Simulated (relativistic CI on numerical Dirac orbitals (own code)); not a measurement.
## Calculated levels, Kr31+

Computed by Dirac-Coulomb-Breit CI, separate exchange-only KLI orbitals for each configuration, model QED, unscaled Slater integrals (own radial code, finite nucleus).

CI space (outside the closed core 1s2): 2s²2p, 2s2p², 2p³, 2p²3s, 2p²3p, 2p²3d, 2s²3s, 2s²3p, 2s²3d, 2s2p3s, 2s2p3p, 2s2p3d, 2s²4s, 2s²4p, 2s²4d, 2s²4f, 2s2p4s, 2s2p4p, 2s2p4d, 2s2p4f, 2s²5s, 2s²5p, 2s²5d, 2s²5f, 2s²5g, 2s3s², 2s3s3p, 2s3s3d, 2s3p², 2s2p5s, 2s3p3d, 2s2p5p, 2s2p5d, 2p3s², 2s2p5f, 2s2p5g. Levels of other configurations are missing.

```tsv
No.	Configuration	Term	J	E (Ry)	%	Next component (%)	jj configuration (%)
41	2s2p3d	²D°	3/2	166.519	50	36 ²P°	2s 2p1/2 3d5/2 (56)
42	2s2p3d	²F°	5/2	166.673	65	16 ²D°	2s 2p1/2 3d5/2 (79)
43	2s2p3p	⁴D	7/2	167.005	100		2s 2p3/2 3p3/2 (100)
44	2s2p3s	²P°	1/2	167.127	94	3 ⁴P°	2s 2p3/2 3s (90)
45	2s2p3p	²P	3/2	167.257	44	36 ⁴S	2s 2p3/2 3p3/2 (95)
46	2s2p3s	²P°	3/2	167.278	86	6 ⁴P°	2s 2p3/2 3s (85)
47	2s2p3p	²D	5/2	167.932	56	40 ⁴P	2s 2p3/2 3p3/2 (95)
48	2s2p3p	²S	1/2	168.090	46	26 ²P	2s 2p3/2 3p3/2 (78)
49	2p²(3P)3s	⁴P	1/2	168.337	46	19 2s2p3p ²S	2p1/2^2 3s (72)
50	2s2p3d	⁴F°	9/2	169.157	100		2s 2p3/2 3d5/2 (100)
51	2s2p3d	⁴D°	7/2	169.377	59	36 ⁴F°	2s 2p3/2 3d3/2 (52)
52	2s2p3d	⁴D°	5/2	169.384	52	16 ⁴F°	2s 2p3/2 3d3/2 (95)
53	2s2p3d	⁴P°	3/2	169.515	54	38 ⁴D°	2s 2p3/2 3d3/2 (94)
54	2s2p3d	⁴P°	1/2	169.571	88	10 ⁴D°	2s 2p3/2 3d3/2 (97)
55	2s2p3p	²P	1/2	169.620	67	20 ²S	2s 2p3/2 3p1/2 (85)
56	2s2p3p	²D	3/2	169.691	68	23 ²P	2s 2p3/2 3p1/2 (89)
57	2s2p3d	²D°	5/2	170.018	46	27 ⁴P°	2s 2p3/2 3d5/2 (96)
58	2p²(3P)3p	⁴D°	1/2	170.137	46	30 ²P°	2p1/2^2 3p1/2 (92)
59	2s2p3d	²P°	3/2	170.388	44	35 ²D°	2s 2p3/2 3d5/2 (88)
60	2s2p3p	²D	5/2	170.617	83	5 ⁴D	2s 2p3/2 3p3/2 (84)
61	2s2p3d	²F°	7/2	170.796	90	9 ⁴D°	2s 2p3/2 3d5/2 (54)
62	2s2p3p	²P	3/2	170.893	54	26 ²D	2s 2p3/2 3p3/2 (78)
63	2s2p3d	²P°	1/2	171.113	88	8 ⁴D°	2s 2p3/2 3d5/2 (95)
64	2s2p3p	²S	1/2	171.397	71	15 ²P	2s 2p3/2 3p3/2 (83)
65	2p²(3P)3s	⁴P	3/2	171.684	86	7 2s2p3p ²P	2p1/2 2p3/2 3s (90)
66	2p²(3P)3p	⁴D°	3/2	171.757	35	25 ⁴P°	2p1/2^2 3p3/2 (88)
67	2p²(3P)3s	²P	1/2	172.311	66	21 ⁴P	2p1/2 2p3/2 3s (86)
68	2p²(3P)3s	⁴P	5/2	172.499	50	41 ²D	2p1/2 2p3/2 3s (87)
69	2s2p3d	²F°	5/2	172.898	76	12 ²D°	2s 2p3/2 3d3/2 (87)
70	2p²(1D)3s	²D	3/2	172.962	52	37 ²P	2p1/2 2p3/2 3s (89)
71	2s2p3d	²F°	7/2	173.004	88	5 ⁴D°	2s 2p3/2 3d5/2 (88)
72	2s2p3d	²D°	3/2	173.012	83	11 ²P°	2s 2p3/2 3d3/2 (81)
73	2p²(3P)3d	⁴F	3/2	173.335	46	25 ²D	2p1/2^2 3d3/2 (93)
74	2s2p3d	²P°	1/2	173.392	66	12 2p²3p ⁴D°	2s 2p3/2 3d3/2 (63)
75	2s2p3d	²D°	5/2	173.472	79	16 ²F°	2s 2p3/2 3d5/2 (91)
76	2p²(3P)3p	⁴P°	1/2	173.504	28	26 2s2p3d ²P°	2p1/2 2p3/2 3p1/2 (69)
77	2s2p3d	²P°	3/2	173.725	55	24 2p²3p ⁴D°	2s 2p3/2 3d5/2 (55)
78	2s2p3d	²P°	3/2	173.857	35	25 2p²3p ⁴D°	2p1/2 2p3/2 3p1/2 (56)
79	2p²(3P)3d	⁴F	5/2	174.102	27	25 ⁴D	2p1/2^2 3d5/2 (89)
80	2p²(1D)3p	²D°	5/2	174.394	29	29 ⁴D°	2p1/2 2p3/2 3p1/2 (87)
81	2p²(3P)3p	⁴D°	5/2	174.907	47	36 ⁴P°	2p1/2 2p3/2 3p3/2 (97)
82	2p²(3P)3p	⁴P°	1/2	175.094	44	26 ²P°	2p1/2 2p3/2 3p3/2 (96)
83	2p²(3P)3p	²D°	3/2	175.307	50	22 ⁴S°	2p1/2 2p3/2 3p3/2 (82)
84	2p²(1D)3p	²P°	3/2	175.584	32	26 ⁴P°	2p1/2 2p3/2 3p1/2 (74)
85	2p²(3P)3p	⁴D°	7/2	175.684	52	45 ²F°	2p1/2 2p3/2 3p3/2 (93)
```

Energies count from the lowest computed level; ° marks odd parity. Percentages are summed over parent terms; the parents shown are those of the largest component, closed shells are left out there. Filled j subshells are mostly left out of the jj labels.

The mean weight of the leading LS term, summed over parents, in these 45 levels is 61 %, and that of the leading jj configuration (from the same eigenvectors) 84 %, so jj coupling describes them better and the LS labels are nominal.

At this charge energies of transitions that change n are usually good to better than 1 %, and those within a shell (Δn = 0) to a few per cent.

LS names give the leading component of a level, which can be under half, so a name can repeat, a term be missing and a line seem to break the LS rules.
